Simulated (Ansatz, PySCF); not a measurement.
The pair A = SiH4 (SMILES [SiH4]) (first 5 atoms), B = C2H2 (SMILES C#C); geometry from B3LYP-D3(BJ)/def2-TZVP.
(charge 0, multiplicity 1):
```tsv
atom	x (Å)	y (Å)	z (Å)
Si	-0.2903	-0.0382	0.1397
H	-0.5433	-0.0465	-1.3211
H	1.0964	0.4142	0.3874
H	-0.4753	-1.4058	0.6713
H	-1.2428	0.8878	0.7904
C	0.9530	0.0632	3.6334
C	-0.2260	0.0295	3.8362
H	1.9991	0.0935	3.4498
H	-1.2733	-0.0001	4.0137
```

Cores are frozen in the correlated methods. Rows in 6-31G* carry no dispersion term and start afresh at each structure (6-31G* with six Cartesian d functions). MP2/6-31G* freezes PySCF's default core.

Programs: Ansatz (a program for electronic structure); PySCF for 6-31G* rows. Values without a source in brackets are computed.

Total energies (hartree), monomers frozen at their geometry in the pair:

| structure | MP2/6-31G* | MP2/aug-cc-pV(D+d)Z | CCSD(T)/aug-cc-pV(D+d)Z |
|---|---|---|---|
| AB | -368.3748403 | -368.4650877 | -368.5281211 |
| A in the pair's basis | -291.3074287 | -291.3723139 | -291.4071304 |
| B in the pair's basis | -77.0674320 | -77.0912131 | -77.1196392 |
| A | -291.3070892 | -291.3718004 | -291.4066144 |
| B | -77.0659334 | -77.0905154 | -77.1188964 |

Work out the interaction energy without and with the counterpoise correction, and the superposition error, for each level.


E(AB) − E(A) − E(B), times 627.509 kcal/mol, with the monomers in their own basis and then in the pair's basis:
- MP2/6-31G*: -1.14 uncorrected, 0.01 corrected; the monomers gain 1.15 kcal/mol from borrowed functions
- MP2/aug-cc-pV(D+d)Z: -1.74 uncorrected, -0.98 corrected; the monomers gain 0.76 kcal/mol from borrowed functions
- CCSD(T)/aug-cc-pV(D+d)Z: -1.64 uncorrected, -0.85 corrected; the monomers gain 0.79 kcal/mol from borrowed functions
